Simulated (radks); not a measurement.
Computed order of ionisation of iron. At each step one electron was removed from each of the four highest sub-shells of the ion before, moves of one valence electron (up to charge 6) and the configuration listed by NIST were tried, and the lowest configuration was kept. Code: a radial shooting solver on a logarithmic mesh with Libxc functionals. Model: non-relativistic Kohn-Sham, PBE, spin-polarised, spherical densities, point nucleus. Open shells are filled with parallel spins first.

| species | lowest configuration found | NIST configuration | margin to the next tried (eV) | IE (eV) | NIST IE (eV) | kind |
|---|---|---|---|---|---|---|
| Fe | [Ar] 3d6 4s2 | same | 0.232 | 7.732 | 7.902 | exp. |
| Fe+ | [Ar] 3d6 4s1 | same | 0.220 | 16.636 | 16.199 | exp. |
| Fe2+ | [Ar] 3d6 | same | 4.040 | 31.394 | 30.65 | exp. |
| Fe3+ | [Ar] 3d5 | same | 15.982 | 55.366 | 54.91 | exp. |
| Fe4+ | [Ar] 3d4 | same | 24.025 | 76.660 | 75.0 | semi-emp. |
| Fe5+ | [Ar] 3d3 | same | 32.953 | 99.947 | 98.99 | exp. |
| Fe6+ | [Ar] 3d2 | same | 42.652 | 125.03 | 124.97 | exp. |
| Fe7+ | [Ar] 3d1 | same | 51.273 | 151.73 | 151.06 | exp. |
| Fe8+ | [Ar] | same | 52.558 | 233.79 | 233.6 | semi-emp. |
| Fe9+ | [Ne] 3s2 3p5 | same | 33.828 | 261.72 | 262.1 | semi-emp. |
| Fe10+ | [Ne] 3s2 3p4 | same | 33.805 | 289.81 | 290.9 | semi-emp. |
| Fe11+ | [Ne] 3s2 3p3 | same | 33.678 | 328.17 | 331 | semi-emp. |
| Fe12+ | [Ne] 3s2 3p2 | same | 22.945 | 358.91 | 361 | semi-emp. |
| Fe13+ | [Ne] 3s2 3p1 | same | 25.238 | 389.68 | 392 | semi-emp. |

Reference values: NIST Atomic Spectra Database (exp. = measured, semi-emp. = semi-empirical, theory = theoretical value adopted there). Open shells are spherical and high-spin; term and fine-structure splittings are not resolved.
